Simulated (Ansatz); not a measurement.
BrHSZn (`[SH][Zn][Br]`) at its PBE0-D4/def2-TZVP geometry, where that method's forces vanish. Total charge 0; spin multiplicity 1.

```xyz
4

S     0.0083   -1.3364   -0.9745
Zn   -0.1788    0.5994   -0.0431
Br   -0.3868    2.6170    0.8910
H     0.5573   -1.8800    0.1266
```

Problem. What forces (eV/Å) does ωB97M-V/def2-TZVPP give on these atoms in Ansatz? (Estimate.)

Solution. Computed: 
```
S1   0.037 -0.031  0.078
Zn2 -0.004  0.026  0.007
Br3  0.004 -0.029 -0.011
H4  -0.036  0.035 -0.073
```
